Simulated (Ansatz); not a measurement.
Two isomers of CH7AlOSi: A = `[AlH2][O]C[SiH3]`, B = `[CH3][Al]([OH])[SiH3]`.

Program: Ansatz. Geometries: PBE0-D4/def2-TZVP. ΔE: electronic, gas phase. CCSD(T)/CBS adds triple-zeta CCSD(T) − MP2 to the extrapolated MP2 energy (def2 sets, frozen cores). DFT in def2-TZVPP. B3LYP here is the variant with VWN-RPA as its local correlation; programs differ in this. Each species was taken in one conformer, which may not be the lowest.

Task: Which is lower in electronic energy at CCSD(T)/CBS, and by how much? (An estimate is asked.)

Result: Computed: B, by 132.8 kJ/mol.

Task: Give E(B) − E(A) in kJ/mol with CCSD(T)/def2-TZVPP, HF/def2-TZVPP, B2PLYP, PBE0-D4, r2SCAN-D4, MP2/def2-TZVPP, B3LYP-D4. (Estimate.)

Result: The calculation gave: CCSD(T)/def2-TZVPP -130.2, HF/def2-TZVPP -108.1, B2PLYP -126.5, PBE0-D4 -138.2, r2SCAN-D4 -136.4, MP2/def2-TZVPP -131.0, B3LYP-D4 -122.2. None reverses the order clearly.

Task: Does the order hold for the free energy at 298.15 K (harmonic terms from PBE0-D4)? (An estimate is asked.)

Result: Ansatz gave: Yes: G(B) − G(A) = -128.7 kJ/mol, for one conformer each. Modes under 60 cm⁻¹, often nearly free rotors, make the harmonic entropy too high.

Largest T1 diagnostic: 0.013.

At CCSD(T), def2-SVP lies +23.3 kJ/mol from the extrapolated value and def2-TZVPP +2.6 kJ/mol. In def2-TZVPP, CCSD(T) changes the Hartree–Fock value by −22.1 kJ/mol (the triples alone add −1.8 kJ/mol) and MP2 by −22.9 kJ/mol.
